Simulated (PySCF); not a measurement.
Compound: (FSi)4Se6 adamantane, F4Se6Si4.
Cartesian coordinates in Å at the PBE0-D3(BJ)/def2-SVP level; atoms count from 1:
```
atom  x, y, z in Å
Si1    1.8686   -0.7241   -0.6331
F2     3.3047   -1.2771   -1.1272
Se3    0.6981   -0.4629   -2.5592
Si4   -1.2454    0.2967   -1.6650
F5    -2.2033    0.5254   -2.9465
Se6   -2.3656   -1.2371   -0.4201
Si7   -0.8855   -1.4055    1.2925
F8    -1.5713   -2.4831    2.2825
Se9    1.0986   -2.3616    0.7371
Se10  -0.6896    0.4614    2.5696
Si11   0.2563    1.8207    1.0163
F12    0.4565    3.2235    1.7934
Se13   2.3630    1.2239    0.4235
Se14  -1.1045    2.3559   -0.7208
```

Computed with PBE0-D3(BJ)/def2-SVP geometry optimisation, gas phase in PySCF.

Take the most abundant isotopes and a rigid rotor. The values belong to one conformer.

Give the principal moments of inertia and the rotational constants in MHz.

Ia = 3354.14, Ib = 3360.25, Ic = 3363.95 u·Å²; 505379 MHz·u·Å²/I gives A = 150.7, B = 150.4, C = 150.2 MHz.

Classify the top.

A spherical top, as the point group Td requires three equal moments.

The point group Td allows no dipole (computed: 0.01 D), so a rigid rotor has no electric-dipole lines.

Estimate the classical rotational partition function at 25 K, 50 K and 500 K.

Point group Td, symmetry number σ = 12; q = (√π/σ)·√((kT/h)³/(ABC)), k/h = 20836.6 MHz/K: 30100 at 25 K, 85100 at 50 K, 2690000 at 500 K.

Whether it is a minimum is left open (no frequencies). Zero-point vibration and centrifugal distortion are left out.
